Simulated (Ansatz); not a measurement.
Mulliken charges of CH$_{5}$IN$_{2}$Si (`I[SiH]1NCN1`) from B3LYP/def2-TZVPP in Ansatz (PBE0-D4/def2-TZVP geometry).

| atom | x (Å) | y (Å) | z (Å) | charge (e) |
| --- | --- | --- | --- | --- |
| I1 | -2.556 | 1.625 | 0.515 | -0.225 |
| Si2 | -0.167 | 1.118 | 0.164 | 0.496 |
| N3 | 0.482 | -0.209 | 1.033 | -0.353 |
| C4 | 0.473 | -1.031 | -0.185 | 0.054 |
| N5 | 0.226 | 0.067 | -1.131 | -0.354 |
| H6 | 0.483 | 2.441 | 0.255 | -0.065 |
| H7 | 0.241 | -0.628 | 1.913 | 0.128 |
| H8 | 1.438 | -1.519 | -0.362 | 0.096 |
| H9 | -0.322 | -1.789 | -0.188 | 0.096 |
| H10 | -0.215 | -0.126 | -2.012 | 0.128 |

Problem. By hand: the dipole of these point charges (1 e Å = 4.8032 D).

Solution. Σ q r = (0.347, -0.389, -0.091) e Å, of length 0.529 e Å = 2.54 D.

Problem. How does the dipole of the full density compare? (An estimate is asked.)

Solution. The calculation gave: (0.101, -0.363, -0.061) e Å, 1.83 D; the point charges give 1.39 times that, at 26° from its direction.

Point charges leave out the atoms' own dipoles, such as those of lone pairs, and Mulliken's split depends on the basis, so the two needn't agree.

B3LYP here is the variant with VWN-RPA as its local correlation; programs differ in this.
